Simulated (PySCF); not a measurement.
A calculated (TPSS, PySCF 2.14, x2c-TZVPall, scalar relativity by spin-free X2C-1e) atom or ion has these occupied shells.

| shell | electrons | orbital energy (eV) | rms radius, mean of both spins (bohr) |
| --- | --- | --- | --- |
| 1s α | 1 | -2115.4 | 0.120 |
| 1s β | 1 | -2115.2 | 0.120 |
| 2s α | 1 | -199.09 | 0.565 |
| 2s β | 1 | -198.96 | 0.565 |
| 2p α | 3 | -148.64 | 0.542 |
| 2p β | 3 | -148.44 | 0.542 |
| 3s α | 1 | -34.592 | 1.87 |
| 3s β | 1 | -33.215 | 1.87 |
| 3p α | 1 | -25.250 | 2.11 |

(1) Name the element and its charge.

Results:

(1) P²⁺ (phosphorus, charge +2), in [Ne] 3s2 3p1, 2P determinant.
